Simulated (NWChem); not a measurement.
System: GeAsH$_{5}$; SMILES [GeH3][AsH2]

Input file for NWChem:

```
start job
memory heap 200 mb stack 900 mb global 1100 mb
geometry units angstroms noautosym nocenter noautoz
  Ge    -0.012313    -1.237211    -0.000732
  As    -0.039233     1.191653    -0.003009
  H     -0.664850    -1.728244    -1.305981
  H     -0.854281    -1.727987     1.191251
  H      1.407340    -1.823387     0.107016
  H      1.097344     1.267248    -1.018327
  H      0.930775     1.267432     1.172464
end
basis spherical
  * library 6-31g*
end
dft
  xc xcamb88 1.00 lyp 0.81 vwn_5 0.19 hfexch 1.00
  cam 0.33 cam_alpha 0.19 cam_beta 0.46
  iterations 150
end
property
  efieldgrad
end
task dft property
```

Output (shortened):

```
             Northwest Computational Chemistry Package (NWChem) 7.3.0
             --------------------------------------------------------

                             Geometry "geometry" -> ""
                             -------------------------

 Output coordinates in angstroms (scale by  1.889725989 to convert to a.u.)

  No.       Tag          Charge          X              Y              Z
 ---- ---------------- ---------- -------------- -------------- --------------
    1 Ge                  32.0000    -0.01231300    -1.23721100    -0.00073200
    2 As                  33.0000    -0.03923300     1.19165300    -0.00300900
    3 H                    1.0000    -0.66485000    -1.72824400    -1.30598100
    4 H                    1.0000    -0.85428100    -1.72798700     1.19125100
    5 H                    1.0000     1.40734000    -1.82338700     0.10701600
    6 H                    1.0000     1.09734400     1.26724800    -1.01832700
    7 H                    1.0000     0.93077500     1.26743200     1.17246400

 Effective nuclear repulsion energy (a.u.)     315.2180917708

                              NWChem Property Module
                              ----------------------

  itol2e modified to match energy
  convergence criterion.

                                 NWChem DFT Module
                                 -----------------

 Summary of "ao basis" -> "ao basis" (spherical)
 ------------------------------------------------------------------------------
       Tag                 Description            Shells   Functions and Types
 ---------------- ------------------------------  ------  ---------------------
 Ge                          6-31g*                 12       32   5s4p3d
 As                          6-31g*                 12       32   5s4p3d
 H                           6-31g*                  2        2   2s

  itol2e modified to match energy
  convergence criterion.

[...]

          -----------------------
          Electric field gradient
          -----------------------

 1 a.u. = 0.324123 10**(16) esu/cm**3  ( or statvolts/cm**2 ) = 0.97174 10**(22) v/m**2

 ------------------------------------------------------------
   Atom      X         Y         Z
 ------------------------------------------------------------
    1 Ge  -0.02327  -2.33799  -0.00138
 ------------------------------------------------------------

 Electric field gradient in molecular frame (a.u.)
         XX             YY             ZZ             XY             XZ             YZ
 ------------------------------------------------------------------------------------------
        0.214661      -0.437201       0.222540      -0.016916      -0.000599      -0.001204

 Principal components (a.u.) and orientation
 of principal axis w.r.t. absolute frame                      Asymmetry parameter eta
 --------------------------------------------------------------------------------------
       -0.437641       0.222585       0.215056                       0.017203

        0.025926      -0.075612       0.996800
        0.999662       0.000119      -0.025991
        0.001847       0.997137       0.075590

 ------------------------------------------------------------
   Atom      X         Y         Z
 ------------------------------------------------------------
    2 As  -0.07414   2.25190  -0.00569
 ------------------------------------------------------------

 Electric field gradient in molecular frame (a.u.)
         XX             YY             ZZ             XY             XZ             YZ
 ------------------------------------------------------------------------------------------
        1.124611      -0.068842      -1.055769      -1.049225       0.166819      -0.079854

 Principal components (a.u.) and orientation
 of principal axis w.r.t. absolute frame                      Asymmetry parameter eta
 --------------------------------------------------------------------------------------
        1.747054      -1.068458      -0.678596                       0.223154

        0.862737      -0.075806       0.499939
       -0.501376       0.000087       0.865230
        0.065633       0.997123       0.037932

 ------------------------------------------------------------
   Atom      X         Y         Z
 ------------------------------------------------------------
    3 H   -1.25638  -3.26591  -2.46795
 ------------------------------------------------------------

 Electric field gradient in molecular frame (a.u.)
         XX             YY             ZZ             XY             XZ             YZ
 ------------------------------------------------------------------------------------------
        0.035780       0.054128      -0.089907      -0.030721      -0.083645      -0.062051

 Principal components (a.u.) and orientation
 of principal axis w.r.t. absolute frame                      Asymmetry parameter eta
 --------------------------------------------------------------------------------------
       -0.154648       0.077653       0.076995                       0.004253

        0.423827       0.774263      -0.469987
        0.314782       0.360636       0.877983
        0.849284      -0.520056      -0.090877

 ------------------------------------------------------------
   Atom      X         Y         Z
 ------------------------------------------------------------
    4 H   -1.61436  -3.26542   2.25114
 ------------------------------------------------------------

[...]
```

Level: CAM-B3LYP/6-31G* (spherical d). All runs use the structure optimised with PBE0/def2-SVP. NWChem prints the field gradient with the sign opposite to the second derivative of the potential.
